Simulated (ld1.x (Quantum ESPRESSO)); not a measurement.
How hard is this Ga (Z = 31) ultrasoft potential?

- Element: gallium (Ga)
- Generator: ld1.x (Quantum ESPRESSO) 7.5
- Type: ultrasoft
- Functional: revPBE
- Relativity: scalar-relativistic
- Frozen core: [Ne]
- Valence charge: 21
- Reference configuration: 3s2 3p6 3d10 4s2 4p0.5 (charge +0.5)
- Partial waves: 3s (bound): rcut 0.85, rcutus 1.00 bohr; 4s (bound): rcut 0.85, rcutus 1.00 bohr; 3p (bound): rcut 0.95, rcutus 1.05 bohr; 4p (bound): rcut 0.95, rcutus 1.05 bohr; 3d (bound): rcut 0.80, rcutus 1.05 bohr; 3d channel at -1.27 Ry: rcut 0.80, rcutus 1.05 bohr
- Local potential: all-electron potential smoothed inside 1.05 bohr (lloc = -2)
- Core correction: a·sin(br)/r model core inside 0.65 bohr
- Augmentation charge: PSQ, inside the norm-conserving radii

The pseudo-atom Hamiltonian at the reference potential is diagonalised in spherical Bessel functions j_l(qr) that vanish at 20 bohr, with q² up to the cutoff. All-electron valence levels (Ry): 3s -11.1728, 4s -0.9073, 3p -7.5475, 4p -0.4084, 3d -1.6855.

Question: How do the lowest levels (Ry) of each channel move with the cutoff, and are there ghosts?

Answer:

```json
{"cutoff (Ry)": "8", "s #1": "-8.2111", "s #2": "-0.5945", "p #1": "-2.6778", "p #2": "-0.1962", "d #1": "-0.0627", "f #1": "0.0267", "f #2": "0.1345", "Σ f·Δε (mRy)": "52125.0"}
{"cutoff (Ry)": "18", "s #1": "-10.4974", "s #2": "-0.7935", "p #1": "-5.7322", "p #2": "-0.2965", "d #1": "-0.0734", "f #1": "0.0267", "f #2": "0.1345", "Σ f·Δε (mRy)": "28671.3"}
{"cutoff (Ry)": "30", "s #1": "-11.0203", "s #2": "-0.8590", "p #1": "-7.0725", "p #2": "-0.3491", "d #1": "-0.0739", "f #1": "0.0267", "f #2": "0.1345", "Σ f·Δε (mRy)": "19421.6"}
{"cutoff (Ry)": "50", "s #1": "-11.1679", "s #2": "-0.8946", "p #1": "-7.4954", "p #2": "-0.3778", "d #1": "-0.0814", "f #1": "0.0267", "f #2": "0.1345", "Σ f·Δε (mRy)": "16428.1"}
{"cutoff (Ry)": "80", "s #1": "-11.1729", "s #2": "-0.9062", "p #1": "-7.5470", "p #2": "-0.3982", "d #1": "-1.6465", "f #1": "0.0267", "f #2": "0.1345", "Σ f·Δε (mRy)": "424.4"}
{"cutoff (Ry)": "120", "s #1": "-11.1736", "s #2": "-0.9077", "p #1": "-7.5481", "p #2": "-0.4083", "d #1": "-1.6851", "f #1": "0.0267", "f #2": "0.1345", "Σ f·Δε (mRy)": "21.6"}
{"cutoff (Ry)": "180", "s #1": "-11.1737", "s #2": "-0.9078", "p #1": "-7.5485", "p #2": "-0.4085", "d #1": "-1.6868", "f #1": "0.0267", "f #2": "0.1345", "Σ f·Δε (mRy)": "2.2"}
{"cutoff (Ry)": "300", "s #1": "-11.1737", "s #2": "-0.9078", "p #1": "-7.5486", "p #2": "-0.4085", "d #1": "-1.6869", "f #1": "0.0267", "f #2": "0.1345", "Σ f·Δε (mRy)": "0.3"}
{"cutoff (Ry)": "400", "s #1": "-11.1737", "s #2": "-0.9078", "p #1": "-7.5486", "p #2": "-0.4085", "d #1": "-1.6869", "f #1": "0.0267", "f #2": "0.1345", "Σ f·Δε (mRy)": "0.0"}
```

Result: no extra level below or beside the all-electron valence levels (s, p, d, f tested); 10 mRy is reached at 140 Ry and 1 mRy at 230 Ry.

2 of 7 tests not solved or not reliable.
